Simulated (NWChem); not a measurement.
System: C3H3Cl2F; SMILES F[C@@H]1CC1(Cl)Cl

```xyz
9

F     -0.4874     2.1390    -0.6078
C     -1.0017     0.9476    -0.2068
C     -0.8264     0.5373     1.2378
C     -0.0542    -0.1724     0.1489
Cl     1.6757     0.1380     0.0048
Cl    -0.5368    -1.8236    -0.2790
H     -1.9271     0.6760    -0.7446
H     -1.6391    -0.0082     1.7415
H     -0.2372     1.2201     1.8698
```
Atoms are numbered in this order, from 1.

Program: NWChem. Pople sets run with spherical d functions. Geometry: optimised at PBE-D3(BJ)/def2-SVP. Level: M06-2X/6-31G* with COSMO at NWChem's default radii, gas-phase geometry; the question gives the dielectric constant.

Question: Estimate the computed values for dielectric constant 11.7. Quantities: electrostatic solvation energy (kcal/mol); dipole in solution (D).

Answer: The electrostatic solvation energy (kcal/mol) comes out as -3.6 and the dipole in solution (D) is 2.82.
